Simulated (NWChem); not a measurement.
CH3BiF2; SMILES [F][Bi]([F])[CH3]

All runs: NWChem. All runs use the structure optimised with PBE0/def2-SVP. def2 effective core potentials on Bi; no spin-orbit coupling. Level r2SCAN/def2-SVP: energy and gradient on several grids; changes count from the extra-fine grid, which is no exact limit either.

```
grid     size of the energy change (μHa)  largest change of a gradient component (μHa/bohr)  time, medium = 1 (rough)
-------  -------------------------------  -------------------------------------------------  ------------------------
xcoarse                             7000                                               8000                   about 1
coarse                              1000                                               1000                   about 1
medium                                40                                                100                   about 1
fine                                  40                                               < 30                   about 1
xfine                               < 10                                               < 30                         2
```
